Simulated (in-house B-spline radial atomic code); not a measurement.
Configurations of Ce III (Ce2+), with energies counted from [Xe] 4f2. All numbers are computed (scalar-relativistic (X2C) LC-wPBE, spin-polarised, spherical fractional occupations; Fermi nucleus of rms radius 4.8771 fm) with a B-spline radial code for spherical atoms, not measured. Shells without spins written out take the highest spin.

Caution: exact exchange at fractional occupations of open shells leaves self-interaction of up to several eV.

Occupations are held fixed; configurations that lie above the ionisation limit could autoionise.

```tsv
configuration	E - E(ref) (eV)	highest orbital	its <r> (bohr)
[Xe] 4f(1 up, 0 down) 5d(1 up, 0 down)	1.4352	5d up	2.608
[Xe] 4f(0 up, 1 down) 6f(0 up, 1 down)	13.693	6f down	11.42
[Kr] 4d10 4f2 5s2 5p5 6f1	37.374	6f up	11.5
[Kr] 4d9 4f2 5s2 5p6 6d1	121.87	6d up	6.371
[Kr] 4d9 4f2 5s2 5p6 5f1	123.36	5f up	6.617
[Kr] 4d9 4f2 5s2 5p6 6f1	125.51	6f up	11.35
```

(1) Order these further configurations by energy, lowest first.
A. [Kr] 4d9 4f2 5s2 5p6 5d1
B. [Kr] 4d10 4f(0 up, 2 down) 5s2 5p(2 up, 3 down) 5d(0 up, 1 down)
C. [Xe] 4f(0 up, 1 down) 6d(0 up, 1 down)
D. [Kr] 4d10 4f2 5s2 5p5 5f1
E. [Kr] 4d9 4f3 5s2 5p6

(2) How far above the reference does [Kr] 4d9 4f2 5s2 5p6 6p1 lie?

(3) How far above the reference does [Kr] 4d10 4f3 5s2 5p5 lie?

## Answers

(1) C (10.068 eV), B (25.067 eV), D (35.236 eV), E (108.17 eV), A (113.06 eV).

(2) 117.41 eV; its least bound orbital is 6p up with <r> = 4.523 bohr.

(3) 24.261 eV; its least bound orbital is 4f up with <r> = 1.336 bohr.
